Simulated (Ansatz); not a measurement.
BO, multiplicity 2 (the spin of the measured ground state), most abundant isotopes (11.0093 and 15.9949 u). Constants from fifth-degree fits in 1/R to seven points on the lowest solution found; no spin–orbit coupling, no relativity up to Kr; ω_e x_e and α_e move by some per cent with the fit.

Frozen-core correlation. CBS: X⁻³ extrapolation of the correlation energy, Hartree–Fock from the larger set.

Codes used: Ansatz (Gaussian orbitals). 

| level | r_e (Å) | ω_e (cm⁻¹) | ω_e x_e (cm⁻¹) | α_e (cm⁻¹) |
|---|---|---|---|---|
| PBE/def2-TZVPP | 1.2145 | 1844.0 | 11.1 | 0.0161 |
| CCSD(T)/CBS(aug-cc-pVTZ, aug-cc-pVQZ) | 1.2067 | 1893.9 | 10.8 | 0.0159 |

D_e from total energies of the atoms and the molecule: 8.98 eV at PBE/def2-TZVPP.

Question: Derive the rotational constants, the centrifugal constant, the fundamental, the zero-point energy and the force constant, and test the Morse rule for the well depth.

Answer: 
μ = 6.52094 u.
- PBE/def2-TZVPP: B_e = 16.8576/(μ r_e²) = 1.7525 cm⁻¹; B₀ = B_e − α_e/2 = 1.7445 cm⁻¹; D = 4B_e³/ω_e² = 6.33e-06 cm⁻¹; fundamental ω_e − 2ω_e x_e = 1822 cm⁻¹; zero-point energy ω_e/2 − ω_e x_e/4 = 919 cm⁻¹; k = μ(2πcω_e)² = 1310 N/m; a Morse well would hold ω_e²/(4ω_e x_e) = 9.46 eV against the computed D_e of 8.98 eV
- CCSD(T)/CBS(aug-cc-pVTZ, aug-cc-pVQZ): B_e = 16.8576/(μ r_e²) = 1.7754 cm⁻¹; B₀ = B_e − α_e/2 = 1.7675 cm⁻¹; D = 4B_e³/ω_e² = 6.24e-06 cm⁻¹; fundamental ω_e − 2ω_e x_e = 1872 cm⁻¹; zero-point energy ω_e/2 − ω_e x_e/4 = 944 cm⁻¹; k = μ(2πcω_e)² = 1380 N/m

Measured for the ground state: r_e 1.2048 Å [Irikura, J. Phys. Chem. Ref. Data 36, 389 (2007)]; ω_e 1885.3 cm⁻¹ [Irikura, J. Phys. Chem. Ref. Data 36, 389 (2007)].

Ansatz is an electronic-structure program.
